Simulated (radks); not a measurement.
Values are calculated unless marked as measured or tabulated.
Al XI, 3 electrons, occupied as [He] 2s1 (the NIST ground configuration). Level of theory: scalar-relativistic Kohn-Sham, LDA (Slater exchange, Perdew-Wang correlation), spin-polarised, spherical densities, finite nucleus; open shells are filled with parallel spins first; Fermi nuclear charge, rms radius 3.061 fm (a radial shooting solver on a logarithmic mesh with Libxc functionals). Some entries of the table are withheld. Estimate them.

orbital  occ.  eigenvalue (eV)  <r> (bohr)  <1/r> (bohr^-1)
1s up       1        -1935.653         (1)            12.67
1s down     1        -1932.350         (2)            12.67
2s up       1        -423.1963      0.5098            2.912
2s down     0        -408.5537      0.5134            2.897
2p up       0              (3)      0.4432            2.839
2p down     0              (4)      0.4434            2.849
3s up       0        -174.1010       1.187            1.251
3s down     0        -170.5181       1.209            1.227

Answer. 
(1) 1s up <r> (bohr): 0.1194
(2) 1s down <r> (bohr): 0.1194
(3) 2p up eigenvalue (eV): -401.1153
(4) 2p down eigenvalue (eV): -387.8154
